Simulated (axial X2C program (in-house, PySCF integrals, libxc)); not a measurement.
Working with the constants of TiN

A bond curve at the BLYP level, two-component, was computed with an axial X2C code built on PySCF integrals (basis Ti dyall-cv3z [10s10p6d4f2g], N dyall-av3z [7s7p3d2f] (cores contracted in-house)) for the state Ω = 1/2 (⟨Sz⟩ = 0.50, ⟨Lz⟩ = 0.00 at BLYP). Its fit gives Re = 1.5851 Å, ωe = 1073.4 cm⁻¹, ωexe = 4.13 cm⁻¹ and αe = 3.301e-03 cm⁻¹; the masses are 47.9479 and 14.0031 u. Two-component means X2C with spin–orbit coupling and atomic mean-field Coulomb and Gaunt terms.

**Question.** Find the reduced mass, Be and the force constant.

**Answer.** From the BLYP values: μ = 10.8379 u. Be = 16.8576/(μ Re²) = 0.6191 cm⁻¹. k = 5.8918×10⁻⁷ μ ωe² = 7.36 mdyn/Å.

**Question.** Where do the fundamental and the first overtone lie?

**Answer.** ν(1←0) = ωe − 2ωexe = 1065.1 cm⁻¹; ν(2←0) = 2ωe − 6ωexe = 2122.0 cm⁻¹.

**Question.** A Morse curve ties αe to the other constants (Pekeris). How well does that hold?

**Answer.** αe(Morse) = 6Be²/ωe × (√(ωexe/Be) − 1) = 3.391e-03 cm⁻¹; the BLYP curve gives 3.301e-03 cm⁻¹, a ratio of 1.03.

**Question.** Estimate the centrifugal constant by the Kratzer relation.

**Answer.** D = 4Be³/ωe² = 8.24e-07 cm⁻¹.

**Question.** The dipole moment p changes by 5.63 D/Å at Re. What harmonic infrared intensity follows?

**Answer.** I = 42.256 × (dp/dR)²/μ = 120 km/mol.

The state is a single determinant with fixed occupations, the lowest that a limited PBE0 search found. Density functionals use the spin component along the axis (collinear).
